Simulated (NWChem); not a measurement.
Molecule: BeH2S; SMILES [SH][BeH]

```xyz
4

Be     0.1036    -1.3052     0.0000
H      0.0680    -2.6381     0.0000
S      0.1629     0.6097     0.0000
H     -1.1884     0.7024     0.0000
```
Atoms are numbered in this order, from 1.

Geometry: optimised at PBE0/def2-SVP.

 Unshifted, non-relativistic core excitations; the lowest 4 roots alone, so stronger bands may lie above.

Task: List the first S K-edge excitations from BHandHLYP/6-311G** (spherical d), restricted-window TDA (NWChem).

Result: 
```
state  energy (eV)  dipole oscillator strength           leading excitation (squared amplitude)
-----  -----------  --------------------------  -----------------------------------------------
S1          2445.7                      0.0042  1s of atom 3 or its equivalents → LUMO+2 (0.49)
S2          2446.7                      0.0013    1s of atom 3 or its equivalents → LUMO (0.81)
S3          2446.7                      0.0023  1s of atom 3 or its equivalents → LUMO+1 (0.95)
S4          2447.5                      0.0025  1s of atom 3 or its equivalents → LUMO+3 (0.59)
```
